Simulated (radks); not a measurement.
The mean radii <r> (bohr) of the occupied orbitals of an atom or ion are listed with their occupations. Method: non-relativistic Kohn-Sham, SCAN, spin-unpolarised, spherical densities, point nucleus; meta-GGA in the generalised Kohn-Sham scheme; computed with a radial shooting solver on a logarithmic mesh with Libxc functionals.

orbital  occ.      <r>
1s          2  0.08576
2s          2   0.3776
2p          2   0.3303

Name the element and its charge.

Answer. Z = 18, argon, charge +12: Ar12+ in [He] 2s2 2p2. The 1s radius gives Z: for a bare nucleus <r> = 1.5/Z, 0.08333 bohr for Z = 18, and screening makes it slightly larger (0.08576 here). The occupations add up to 6, and the charge is Z minus that.
